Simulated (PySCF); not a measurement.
## Yb²⁺ (ytterbium, charge +2): M06-2X calculation

Configuration: [Xe] 4f13 5d1, one real determinant (an excited configuration). Computed with PySCF 2.14 in x2c-TZVPPall, with scalar relativity by spin-free X2C-1e.

* Total energy: -14060.17 hartree
* One-electron energy: -19253.09 hartree
* Hartree (Coulomb) energy: 5491.26 hartree
* Exchange-correlation energy: -298.34 hartree
* ⟨S²⟩: 2.0008
* ⟨L²⟩: 18.001
* Sum of ⟨r⟩: 36.57 bohr
* Sum of ⟨r²⟩: 38.78 bohr²
* Traceless quadrupole moment −½Σ⟨3z² − r²⟩ along its main axis: -1.68 e·bohr²
* Langevin diamagnetic susceptibility: -30.7 ×10⁻⁶ cm³/mol
* Time after the integrals: about 30 core-seconds

```csv
shell,electrons,mean orbital energy (hartree),spread (hartree),"rms radius, mean of both spins (bohr)"
1s α,1,-2255.51058,0,0.0223
1s β,1,-2255.51048,0,0.0223
2s α,1,-384.89965,0,0.0902
2s β,1,-384.89779,0,0.0902
2p α,3,-340.46444,0.01045,0.0815
2p β,3,-340.46257,0.00858,0.0815
3s α,1,-88.30910,0,0.232
3s β,1,-88.28304,0,0.232
3p α,3,-74.78713,0.06041,0.232
3p β,3,-74.75898,0.03176,0.232
3d α,5,-57.76897,0.05985,0.212
3d β,5,-57.74150,0.01914,0.212
4s α,1,-18.46214,0,0.520
4s β,1,-18.42197,0,0.520
4p α,3,-13.96792,0.09031,0.553
4p β,3,-13.92185,0.05146,0.553
4d α,5,-7.89190,0.10548,0.604
4d β,5,-7.82689,0.03419,0.604
5s α,1,-3.01359,0,1.27
5s β,1,-2.97272,0,1.27
5p α,3,-1.87020,0.02676,1.50
5p β,3,-1.83051,0.01832,1.50
4f α,7,-1.17737,0.09572,0.829
4f β,6,-1.13126,0.04058,0.829
5d α,1,-0.66119,0,2.50
```

⟨L²⟩ = 18.00 against 30 for a pure H term, so this real determinant mixes terms. Spin-orbit coupling, absent here, splits the open shell strongly.

Densities and radii are taken from the X2C orbitals without a picture-change correction, which distorts them close to the nucleus.
